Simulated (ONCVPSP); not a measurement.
## What one change does to a pseudopotential (phosphorus, ONCV)

```
Element                 : P (Z = 15)
Generator               : ONCVPSP 4.0.1
Type                    : optimised norm-conserving Vanderbilt (ONCV)
Functional              : PBE
Relativity              : scalar-relativistic
Frozen core             : [Ne]
Valence charge          : 5
Reference configuration : 3s2 3p2.75 (charge +0.25)
Partial waves           : 3s: rc 1.45 bohr, ncon 3, nbas 6, qcut 4.6 1/bohr, 2 projectors, debl 3.9 Ha; 3p: rc 1.75 bohr, ncon 4, nbas 8, qcut 3.7 1/bohr, 2 projectors, debl 3.6 Ha; d scattering state at 0.41 Ha: rc 1.55 bohr, ncon 4, nbas 7, qcut 6.5 1/bohr, 2 projectors, debl 1.1 Ha
Local potential         : polynomial inside 1.20 bohr (lpopt 5, dvloc0 6 Ha)
Core correction         : none
```

All-electron outer shells of the reference configuration (PBE, scalar-relativistic, ld1.x):

```json
{"shell": "2s", "level (eV)": "-176.41", "outermost node (bohr)": "0.14", "outermost maximum (bohr)": "0.42"}
{"shell": "2p", "level (eV)": "-126.92", "outermost node (bohr)": "–", "outermost maximum (bohr)": "0.36"}
{"shell": "3s", "level (eV)": "-16.14", "outermost node (bohr)": "0.65", "outermost maximum (bohr)": "1.58"}
{"shell": "3p", "level (eV)": "-7.53", "outermost node (bohr)": "0.64", "outermost maximum (bohr)": "1.81"}
```

Change: p: rc 1.45, qcut 4.5.

Cutoffs: the cutoffs (Ha) at which the residual kinetic energy of the hardest occupied pseudo-wave falls to 1 and 0.1 mHa per electron; they do not see the model core or the augmentation charge, which bear on the density cutoff. Errors are all-electron minus pseudo energies relative to the spin-unpolarised reference configuration.

Task: What does the change do?

Result: The potential gets neither clearly harder nor softer (9.9 Ha and 23 Ha → 9.9 Ha and 23 Ha); of the 4 tests that both files solve, the error grows in 2 and shrinks in 0 by more than 15 % and 0.3 meV (median size 0.7 → 1.1 meV); neither file shows a bound ghost.

```tsv
quantity	base	changed
cutoff, loose	9.9 Ha	9.9 Ha
cutoff, tight	23 Ha	23 Ha
loose cutoff by channel	s 9.9 Ha, p 4.4 Ha	s 9.9 Ha, p 4.5 Ha
bound ghosts	none	none
GHOST(+) flags under 300 eV	none	none
error for 3s2 3p3, meV [ΔE -1.63 eV]	+0.1	+0.1
error for 3s2 3p2, meV [ΔE 8.10 eV]	-0.6	-0.4
error for 3s2 3p1, meV [ΔE 27.25 eV]	+0.7	+1.8
error for 3s2 3p0, meV [ΔE 56.99 eV]	+20	+24
s: phases at 1.47 bohr within 0.05 rad from the reference energy up to (Ha; the scan ends near 5)	to the end of the scan	to the end of the scan
d: phases at 1.57 bohr within 0.05 rad from the reference energy up to (Ha; the scan ends near 5)	to the end of the scan	to the end of the scan
```

Changed file: The cutoffs count occupied waves only; projector 2 of the p channel, the hardest unoccupied one, needs 108 Ha at the loose tolerance.
